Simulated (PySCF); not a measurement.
A calculated (TPSS, PySCF 2.14, x2c-TZVPall, scalar relativity by spin-free X2C-1e) atom or ion has these occupied shells.

| shell | electrons | orbital energy (eV) | rms radius, mean of both spins (bohr) |
| --- | --- | --- | --- |
| 1s | 2 | -3958.2 | 0.0888 |
| 2s | 2 | -416.58 | 0.395 |
| 2p | 6 | -335.59 | 0.364 |
| 3s | 2 | -47.847 | 1.24 |
| 3p | 6 | -28.340 | 1.38 |
| 4s | 2 | -3.776 | 4.36 |

Question: Name the element and its charge.

Answer: Ca (calcium, neutral), in [Ar] 4s2, closed-shell 1S.
